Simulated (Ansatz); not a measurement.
`FBBF` + `C#C[SeH]` → `C#C[Se]BF` + `BF` at 400 K and 1 bar (cleavage of the B–B bond).

Isolated molecules relaxed with PBE0-D4/def2-TZVP in Ansatz; ΔE leaves out vibrations. CCSD(T)/CBS is the MP2 limit (def2-TZVPP, def2-QZVPP) plus CCSD(T) − MP2 in def2-TZVPP, frozen cores. This one scheme is used for every species. For Se outer-core shells are correlated without core-valence functions, which leaves a few kJ/mol of doubt a bond. Scalar relativity is left out up to krypton. Each species was taken in one conformer, which may not be the lowest.

| species | CCSD(T)/CBS energy (Eh) | H − E (kJ/mol) | S (J/(mol·K)) |
| --- | --- | --- | --- |
| `FBBF` | -250.44368 | 100.8 | 310.1 |
| `C#C[SeH]` | -2477.92583 | 88.5 | 296.1 |
| `C#C[Se]BF` | -2602.59174 | 120.0 | 359.3 |
| `BF` | -125.82039 | 73.4 | 234.2 |

H − E and S are ideal-gas, rigid-rotor, harmonic terms from PBE0-D4/def2-TZVP, for one conformer and one mirror image of each species. 1 Eh = 2625.50 kJ/mol, R = 8.31446 J/(mol·K).

**Question.** By hand: ΔE, ΔH, ΔS and ΔG.

**Answer.** ΔE = (-2602.59174) + (-125.82039) − (-250.44368) − (-2477.92583) = -0.04262 Eh = -111.9 kJ/mol. Δ(H − E) = 120.0 + 73.4 − 100.8 − 88.5 = 4.1, so ΔH = -107.8 kJ/mol. ΔS = 359.3 + 234.2 − 310.1 − 296.1 = -12.7 J/(mol·K). ΔG = -107.8 − 400 × (-12.7)/1000 = -102.7 kJ/mol.

**Question.** By hand: the equilibrium constant, and the temperature at which ΔG would vanish if ΔH and ΔS stayed fixed.

**Answer.** log₁₀ K = −ΔG/(RT ln 10) = 13.4. ΔG = 0 at ΔH/ΔS = 8488 K, far beyond where these terms or the molecules hold.

The number of gas molecules stays the same, so ΔS is small and ΔH decides. A doubt of 5 kJ/mol in ΔE shifts log₁₀ K by 0.7 here. Other conformers and mirror images would add mixing entropy, several J/(mol·K) or more a flexible species. These are equilibria of isolated gas molecules and say nothing of rates. Largest T1 diagnostic: 0.014 (customary marks: 0.02 for closed shells, 0.045 for open ones).
